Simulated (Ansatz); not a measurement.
Ansatz (a quantum-chemistry and plane-wave program) input (B3LYP-D3(BJ)/def2-TZVP):

Ansatz 0.2 input:
```yaml
crystal:
  periodic: [false, false, false]
  atoms:
    - {symbol: Sb, position_ang: [0.00020347, -0.00057521, 0.05360724]}
    - {symbol: H, position_ang: [-0.91134945, -1.07727245, -0.91954118]}
    - {symbol: H, position_ang: [-0.49094307, 1.33948235, -0.89520480]}
    - {symbol: H, position_ang: [1.39191538, -0.23287408, -0.91922302]}
basis:
  gaussian:
    orbitals: def2-TZVP
hamiltonian:
  xc: b3lyp
  dispersion: d3bj
phonons: {temperatures: {t_min: 298.15, t_max: 298.15, t_step: 100}}
```

Output:

```
Functional definition: B3LYP
integrals: 0.01 GiB planned
568 factors; their error is unknown
mean field: 0.14 GiB planned
mean field evaluation 1: about -6587.8864 eV, gradient 1.0e1 eV
mean field evaluation 2: about -6588.0512 eV, gradient 8.5e0 eV
mean field evaluation 4: about -6588.2285 eV, gradient 2.8e-1 eV
mean field evaluation 8: about -6588.3721 eV, gradient 2.7e-3 eV
mean field -6588.37205922 eV, -242.1182074172 hartree, gradient 4.0e-6 eV, S^2 0.000000; 0 other end points of the search recorded, 0 dependent functions left out
the calculation of the forces begins
reference -6588.37227046 eV, -242.1182151805 hartree; 13, 13 occupied and 55, 55 virtual orbitals, 568 factors
these checks for a lower state are left out or cut short: stability, starts, cluster_reference, orbital_swaps, neighbouring_geometries, increment
integrals: 0.01 GiB planned
568 factors; their error is unknown
mean field: 0.14 GiB planned
mean field evaluation 16: about -6588.2283 eV, gradient 4.4e-1 eV
mean field -6588.37201105 eV, -242.1182056472 hartree, gradient 6.4e-7 eV, S^2 0.000000; 0 other end points of the search recorded, 0 dependent functions left out
the calculation of the forces begins
reference -6588.37222228 eV, -242.1182134096 hartree; 13, 13 occupied and 55, 55 virtual orbitals, 568 factors
these checks for a lower state are left out or cut short: stability, starts, cluster_reference, orbital_swaps, neighbouring_geometries, increment
integrals: 0.01 GiB planned
568 factors; their error is unknown
mean field: 0.14 GiB planned
mean field -6588.37201075 eV, -242.1182056362 hartree, gradient 6.4e-7 eV, S^2 0.000000; 0 other end points of the search recorded, 0 dependent functions left out
the calculation of the forces begins
reference -6588.37222202 eV, -242.1182134003 hartree; 13, 13 occupied and 55, 55 virtual orbitals, 568 factors
these checks for a lower state are left out or cut short: stability, starts, cluster_reference, orbital_swaps, neighbouring_geometries, increment
integrals: 0.01 GiB planned
568 factors; their error is unknown
mean field: 0.14 GiB planned
mean field evaluation 32: about -6588.2283 eV, gradient 4.3e-1 eV
mean field -6588.37200770 eV, -242.1182055242 hartree, gradient 6.4e-7 eV, S^2 0.000000; 0 other end points of the search recorded, 0 dependent functions left out
the calculation of the forces begins
reference -6588.37221896 eV, -242.1182132877 hartree; 13, 13 occupied and 55, 55 virtual orbitals, 568 factors
these checks for a lower state are left out or cut short: stability, starts, cluster_reference, orbital_swaps, neighbouring_geometries, increment
integrals: 0.01 GiB planned
568 factors; their error is unknown
mean field: 0.14 GiB planned
mean field -6588.37200954 eV, -242.1182055916 hartree, gradient 6.4e-7 eV, S^2 0.000000; 0 other end points of the search recorded, 0 dependent functions left out
the calculation of the forces begins
reference -6588.37222078 eV, -242.1182133545 hartree; 13, 13 occupied and 55, 55 virtual orbitals, 568 factors
these checks for a lower state are left out or cut short: stability, starts, cluster_reference, orbital_swaps, neighbouring_geometries, increment
integrals: 0.01 GiB planned
568 factors; their error is unknown
mean field: 0.14 GiB planned
mean field -6588.37202239 eV, -242.1182060638 hartree, gradient 6.3e-7 eV, S^2 0.000000; 0 other end points of the search recorded, 0 dependent functions left out
the calculation of the forces begins
reference -6588.37223363 eV, -242.1182138268 hartree; 13, 13 occupied and 55, 55 virtual orbitals, 568 factors
these checks for a lower state are left out or cut short: stability, starts, cluster_reference, orbital_swaps, neighbouring_geometries, increment
integrals: 0.01 GiB planned
568 factors; their error is unknown
mean field: 0.14 GiB planned
mean field -6588.37203402 eV, -242.1182064913 hartree, gradient 6.4e-7 eV, S^2 0.000000; 0 other end points of the search recorded, 0 dependent functions left out
the calculation of the forces begins
reference -6588.37224528 eV, -242.1182142549 hartree; 13, 13 occupied and 55, 55 virtual orbitals, 568 factors
these checks for a lower state are left out or cut short: stability, starts, cluster_reference, orbital_swaps, neighbouring_geometries, increment
integrals: 0.01 GiB planned
568 factors; their error is unknown
mean field: 0.14 GiB planned
mean field evaluation 64: about -6588.3719 eV, gradient 3.9e-1 eV
mean field -6588.37204942 eV, -242.1182070571 hartree, gradient 6.4e-7 eV, S^2 0.000000; 0 other end points of the search recorded, 0 dependent functions left out
the calculation of the forces begins
reference -6588.37226067 eV, -242.1182148205 hartree; 13, 13 occupied and 55, 55 virtual orbitals, 568 factors
these checks for a lower state are left out or cut short: stability, starts, cluster_reference, orbital_swaps, neighbouring_geometries, increment
integrals: 0.01 GiB planned
568 factors; their error is unknown
mean field: 0.14 GiB planned
mean field -6588.37204881 eV, -242.1182070346 hartree, gradient 6.4e-7 eV, S^2 0.000000; 0 other end points of the search recorded, 0 dependent functions left out
the calculation of the forces begins
reference -6588.37226005 eV, -242.1182147977 hartree; 13, 13 occupied and 55, 55 virtual orbitals, 568 factors
these checks for a lower state are left out or cut short: stability, starts, cluster_reference, orbital_swaps, neighbouring_geometries, increment
integrals: 0.01 GiB planned
568 factors; their error is unknown
mean field: 0.14 GiB planned
mean field -6588.37204971 eV, -242.1182070678 hartree, gradient 6.4e-7 eV, S^2 0.000000; 0 other end points of the search recorded, 0 dependent functions left out
the calculation of the forces begins
reference -6588.37226096 eV, -242.1182148313 hartree; 13, 13 occupied and 55, 55 virtual orbitals, 568 factors
these checks for a lower state are left out or cut short: stability, starts, cluster_reference, orbital_swaps, neighbouring_geometries, increment
integrals: 0.01 GiB planned
568 factors; their error is unknown
mean field: 0.14 GiB planned
mean field -6588.37205390 eV, -242.1182072219 hartree, gradient 6.4e-7 eV, S^2 0.000000; 0 other end points of the search recorded, 0 dependent functions left out
the calculation of the forces begins
reference -6588.37226514 eV, -242.1182149849 hartree; 13, 13 occupied and 55, 55 virtual orbitals, 568 factors
these checks for a lower state are left out or cut short: stability, starts, cluster_reference, orbital_swaps, neighbouring_geometries, increment
integrals: 0.01 GiB planned
568 factors; their error is unknown
mean field: 0.14 GiB planned
mean field evaluation 96: about -6588.3720 eV, gradient 6.4e-7 eV
mean field -6588.37203635 eV, -242.1182065769 hartree, gradient 6.4e-7 eV, S^2 0.000000; 0 other end points of the search recorded, 0 dependent functions left out
the calculation of the forces begins
reference -6588.37224762 eV, -242.1182143408 hartree; 13, 13 occupied and 55, 55 virtual orbitals, 568 factors
these checks for a lower state are left out or cut short: stability, starts, cluster_reference, orbital_swaps, neighbouring_geometries, increment
integrals: 0.01 GiB planned
568 factors; their error is unknown
mean field: 0.14 GiB planned
mean field -6588.37202532 eV, -242.1182061715 hartree, gradient 6.4e-7 eV, S^2 0.000000; 0 other end points of the search recorded, 0 dependent functions left out
the calculation of the forces begins
reference -6588.37223655 eV, -242.1182139342 hartree; 13, 13 occupied and 55, 55 virtual orbitals, 568 factors
these checks for a lower state are left out or cut short: stability, starts, cluster_reference, orbital_swaps, neighbouring_geometries, increment
integrals: 0.01 GiB planned
568 factors; their error is unknown
mean field: 0.14 GiB planned
mean field -6588.37204434 eV, -242.1182068707 hartree, gradient 6.4e-7 eV, S^2 0.000000; 0 other end points of the search recorded, 0 dependent functions left out
the calculation of the forces begins
reference -6588.37225558 eV, -242.1182146336 hartree; 13, 13 occupied and 55, 55 virtual orbitals, 568 factors
these checks for a lower state are left out or cut short: stability, starts, cluster_reference, orbital_swaps, neighbouring_geometries, increment
integrals: 0.01 GiB planned
568 factors; their error is unknown
mean field: 0.14 GiB planned
mean field -6588.37204323 eV, -242.1182068299 hartree, gradient 6.4e-7 eV, S^2 0.000000; 0 other end points of the search recorded, 0 dependent functions left out
the calculation of the forces begins
reference -6588.37225449 eV, -242.1182145934 hartree; 13, 13 occupied and 55, 55 virtual orbitals, 568 factors
Total energy: -6588.45522079 eV, -242.1212635487 hartree
Atom 0 at     0.000203    -0.000575     0.053607 Å, force     0.000014     0.000017    -0.000004 eV/Å
Atom 1 at    -0.911349    -1.077272    -0.919541 Å, force     0.000021     0.000025    -0.000009 eV/Å
Atom 2 at    -0.490943     1.339482    -0.895205 Å, force    -0.000041    -0.000001     0.000007 eV/Å
Atom 3 at     1.391915    -0.232874    -0.919223 Å, force     0.000006    -0.000041     0.000006 eV/Å
Dipole moment:     0.000367    -0.001037     0.096616 e Å
Vibrations: 811.64 844.29 844.37 1936.33 1942.25 1942.25 cm⁻¹, zero-point energy 0.515844 eV
```
